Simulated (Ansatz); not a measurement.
Basis sets compared for K₂F₂. Total charge 0; singlet. Geometry PBE0-D4/def2-TZVP. Ansatz on 4 threads of Arm Neoverse V2 on a shared host; times are rough, and most runs start from earlier orbitals.

```xyz
4

K     0.743   -1.572    0.109
K    -0.743    1.572   -0.109
F    -1.422   -0.695   -0.340
F     1.422    0.695    0.339
```

The structure comes from a short search, and lower isomers may exist.

Binding counts from free atoms (K doublet, F doublet) in the same basis, without a counterpoise term.

```tsv
level	functions	energy (Eh)	HOMO (eV)	LUMO (eV)	binding per atom (eV)	wall time
PBE-D4/def2-SVP	76	-1398.7484	-4.59	-0.99	3.02	0.7 s
PBE-D4/def2-TZVP	128	-1399.1717	-5.12	-0.91	3.07	1 s
r2SCAN-D4/def2-TZVP	128	-1399.6430	-5.42	-0.27	3.04	1.9 s
PBE0-D4/def2-SVP	76	-1398.8444	-6.43	-0.49	2.88	0.8 s
PBE0-D4/def2-TZVP	128	-1399.2609	-6.96	-0.42	2.93	1.4 s
```

(1) Estimate the rows for PBE-D4/def2-TZVPD, r2SCAN-D4/def2-TZVPD, PBE0-D4/def2-TZVPD.

Results:

(1) 
```csv
level,functions,energy (Eh),HOMO (eV),LUMO (eV),binding per atom (eV),wall time
PBE-D4/def2-TZVPD,152,-1399.1769,-5.22,-0.88,3.09,1.6 s
r2SCAN-D4/def2-TZVPD,152,-1399.6475,-5.51,-0.26,3.06,2.6 s
PBE0-D4/def2-TZVPD,152,-1399.2655,-7.04,-0.41,2.95,1.6 s
```
